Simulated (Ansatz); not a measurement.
Total energies of GaH2Cl from Ansatz at PBE-D4/def2-TZVP, gas phase (1 Eh = 27.2114 eV = 2625.5 kJ/mol). The reference geometry is relaxed at PBE-D4/def2-TZVP.

```tsv
state	geometry	energy (Eh)
charge 0 singlet	reference	-2385.82222
charge 1 doublet	reference	-2385.43797
free Ga atom (doublet)	–	-1924.51515
free H atom (doublet)	–	-0.49962
free Cl atom (doublet)	–	-459.95840
```

Q: Work out the vertical ionisation energy to the doublet.

A: E(charge 1 doublet) − E(charge 0 singlet) = -2385.43797 − (-2385.82222) = 0.38425 Eh = 10.46 eV. For comparison, −ε of the highest occupied level is 7.12 eV at this level, 3.34 eV less.

Q: What is the binding energy per atom against free atoms?

A: Atoms: 1 × (-1924.51515) + 2 × (-0.49962) + 1 × (-459.95840) = -2385.47279 Eh. Binding: -2385.47279 − (-2385.82222) = 0.34943 Eh = 9.51 eV, or 2.38 eV for each of 4 atoms (no zero-point energy, no counterpoise term).
